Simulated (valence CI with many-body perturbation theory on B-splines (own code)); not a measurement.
Values are calculated unless marked as measured or tabulated.
Au LXVII: magnetic and hyperfine properties of the levels

Level of theory: configuration interaction combined with many-body perturbation theory (CI+MBPT): three valence electrons over a frozen Dirac-Fock core [Ne], a basis of 11 s, 11 p, 10 d, 8 f, 5 g, 2 h functions for each j, with the one-electron correlation potential Σ1, the two-electron term Σ2, the three-electron term Σ3, Breit, model QED; selected CI, second order for the rest, scaled by the run's own slope (own B-spline code, finite nucleus).

The last digits are not significant, and no measured levels were compared; by estimate large intervals hold to a few tenths of a per cent, small ones and those within an open d or f shell to about a per cent.

A/g_I is the dipole constant over the nuclear g factor μ/I (μ in nuclear magnetons, uniformly magnetised nucleus), B/Q the quadrupole constant per barn. Both hold the static response of the core; the bare values leave it out. Large factors of s and p1/2 electrons are usually good to 5 to 10 %; those of open d and f shells near neutrality can be off by tens of per cent, and small factors of p3/2, d and f electrons come from cancelling terms and can be off by a factor of two or in sign, in half-filled shells by more. B is blank for J = 1/2, where it vanishes, and for nearly pure S terms. Energies count from the lowest level.

Levels are named by their leading jj configuration (3d3/2^4 stands for four electrons in 3d with j = 3/2), which in mixed levels can hold well under half, so a name can repeat and another be missing. Letters in brackets count levels of one name in rising energy.

```csv
Level,E (Ry),g,A/g_I (MHz),A/g_I bare,B/Q (MHz/b),B/Q bare
(3s^2 3p1/2) J=1/2,0.00,0.644,2680000,2630000,,
(3s 3p1/2^2) J=1/2,13.72,2.079,7940000,7790000,,
(3s^2 3p3/2) J=3/2,36.57,1.318,279000,278000,560000,553000
(3s 3p1/2 3p3/2) J=3/2 [a],47.82,1.618,1750000,1720000,455000,450000
(3s 3p1/2 3p3/2) J=5/2,49.29,1.329,2270000,2230000,474000,468000
(3s 3p1/2 3p3/2) J=3/2 [b],50.91,0.969,231000,232000,254000,252000
(3s 3p1/2 3p3/2) J=1/2,51.75,1.273,-3030000,-2960000,,
(3s^2 3d3/2) J=3/2,55.32,0.828,51200,56700,135000,136000
(3s^2 3d5/2) J=5/2,62.73,1.191,92500,95400,112000,115000
(3s 3p1/2 3d3/2) J=3/2 [a],64.21,0.935,-101000,-93000,298000,297000
(3s 3p1/2 3d3/2) J=3/2 [b],65.24,0.846,-83500,-76700,282000,280000
(3s 3p1/2 3d3/2) J=5/2,66.11,1.013,2190000,2160000,53600,56700
(3s 3p1/2 3d3/2) J=1/2,68.25,0.404,-3290000,-3220000,,
(3s 3p1/2 3d3/2) J=3/2 [c],68.88,1.272,1960000,1930000,111000,111000
(3s 3p1/2 3d5/2) J=5/2 [a],74.28,1.347,749000,741000,108000,111000
(3s 3p1/2 3d5/2) J=7/2,75.46,1.232,1560000,1530000,43200,46600
(3s 3p1/2 3d5/2) J=5/2 [b],76.26,1.033,-12600,-6780,118000,120000
(3s 3p1/2 3d5/2) J=3/2,76.61,1.109,-1890000,-1840000,62100,63800
(3p1/2^2 3d3/2) J=3/2,81.36,0.775,152000,153000,96300,99000
(3s 3p3/2^2) J=5/2,85.31,1.432,1820000,1790000,96000,94800
(3s 3p3/2^2) J=1/2,88.32,1.932,8020000,7860000,,
(3s 3p3/2^2) J=3/2,88.88,1.188,-1270000,-1230000,-72100,-71200
(3p1/2^2 3d5/2) J=5/2,90.77,1.188,50800,57600,88500,91300
(3p1/2 3p3/2^2) J=5/2,100.28,1.177,1080000,1060000,38600,38300
(3p1/2 3p3/2^2) J=3/2,100.73,1.423,-737,9590,6420,6250
(3p1/2 3p3/2^2) J=1/2,102.09,0.836,3760000,3690000,,
(3s 3p3/2 3d3/2) J=3/2 [a],102.70,1.273,776000,768000,4850,2710
(3s 3p3/2 3d3/2) J=1/2 [a],102.86,2.012,2490000,2450000,,
(3s 3p3/2 3d3/2) J=5/2 [a],103.13,1.201,716000,709000,249000,245000
(3s 3p3/2 3d3/2) J=7/2,103.27,1.216,1300000,1290000,615000,611000
(3s 3p3/2 3d3/2) J=3/2 [b],105.57,0.986,401000,399000,-289000,-285000
(3s 3p3/2 3d3/2) J=5/2 [b],106.52,0.966,-244000,-233000,320000,320000
(3s 3p3/2 3d3/2) J=1/2 [b],107.01,0.610,1750000,1720000,,
(3s 3p3/2 3d5/2) J=9/2,109.22,1.318,1010000,998000,683000,678000
(3s 3p3/2 3d5/2) J=5/2 [a],111.02,1.340,1530000,1510000,-302000,-297000
(3s 3p3/2 3d5/2) J=7/2 [a],111.67,1.249,635000,628000,343000,342000
(3s 3p3/2 3d5/2) J=3/2 [a],111.98,1.140,-734000,-712000,-312000,-308000
(3s 3p3/2 3d5/2) J=7/2 [b],113.26,1.194,-102000,-93400,332000,332000
(3s 3p3/2 3d5/2) J=1/2,113.95,0.722,-2510000,-2450000,,
(3s 3p3/2 3d5/2) J=3/2 [b],114.84,1.297,1870000,1830000,173000,172000
```

Task: Take the isotope of mass number 197, with I = 3/2, μ = 0.1452 μN and Q = 0.547 b. What is the hyperfine structure of (3s 3p1/2 3p3/2) J=5/2?

Result: From the table A = 220000 MHz, B = 259000 MHz. Shifts from the centre of gravity in MHz: F = 1: -974000, F = 2: -741000, F = 3: -197000, F = 4: 890000.
